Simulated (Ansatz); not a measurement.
Worked example: C2H5I + CH2BrI → C2H4I2 + CH3Br

Species: C2H5I (iodoethane) `CCI`, singlet; CH2BrI (bromoiodomethane) `BrCI`, singlet; C2H4I2 (1,2-diiodoethane) `ICCI`, singlet; CH3Br `CBr`, singlet. The partners trade H for I; both sit on C, so the bond types are kept.

Shapes, held fixed at every level: PBE0-D4/def2-TZVP. Flexible molecules stand in one conformer, not always the lowest. Programs: Ansatz 0.2.0. The zero-point and thermal change to 298 K, harmonic and unscaled (PBE0-D4/def2-TZVP), is +0.7 kJ/mol.

At CCSD(T)/def2-TZVPP; 1 Eh = 2625.50 kJ/mol:

| species | energy (Eh) |
| --- | --- |
| C2H5I | -376.217188 |
| CH2BrI | -2909.076229 |
| C2H4I2 | -672.759388 |
| CH3Br | -2612.542543 |

Question: Work out ΔH(298 K) of the reaction at this level.

Answer: 
1. Products less reactants: (-672.759388) + (-2612.542543) − [(-376.217188) + (-2909.076229)] = -0.008514 Eh = -22.4 kJ/mol.
2. With the thermal change: -22.4 + (+0.7) = -21.7 kJ/mol.

Other levels give -24.4 (HF/def2-SVP) to -17.8 kJ/mol (SPW92/def2-TZVPP). No measured value is set beside it here. For atoms past krypton def2 sets carry core potentials with scalar relativity. Relativity is left out for Br unless named. Correlated rows may include outer-core shells of Br, I, which these sets cover unevenly.
